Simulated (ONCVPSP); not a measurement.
Cutoff test, Ga (Z = 31), ONCV

| Property | Result |
| --- | --- |
| Element | gallium (Ga) |
| Generator | ONCVPSP 4.0.1 |
| Type | optimised norm-conserving Vanderbilt (ONCV) |
| Functional | PBEsol |
| Relativity | non-relativistic |
| Frozen core | [Ar] 3d10 |
| Valence charge | 3 |
| Reference configuration | 4s2 4p1 |
| Partial waves | 4s: rc 1.65 bohr, ncon 4, nbas 8, qcut 4.6 1/bohr, local; 4p: rc 2.50 bohr, ncon 4, nbas 9, qcut 3.1 1/bohr, 1 projector |
| Local potential | the s channel |
| Core correction | polynomial model core, fcfact 0.3 |

Question: For each optimised wave give the share of its norm inside rc, the residual kinetic energy above qcut (Ha) and the cutoffs (Ha) for errors of 10, 1, 0.1 and 0.01 mHa per electron.

Answer:

| wave | norm inside rc | residual KE | 10 mHa | 1 mHa | 0.1 mHa | 0.01 mHa |
| --- | --- | --- | --- | --- | --- | --- |
| 4s | 0.217 | 3.7e-05 | 4.9 | 7.4 | 9.5 | 43.5 |
| 4p | 0.313 | 1.0e-04 | 1.3 | 2.2 | 4.9 | 36.9 |

The occupied waves need 7.4 Ha and 9.5 Ha for 1 and 0.1 mHa. Note: ghosts flagged at negative energy: p at -583.5 eV; no localised positive-energy state flagged. A true bound ghost makes a file unfit for plane-wave use.
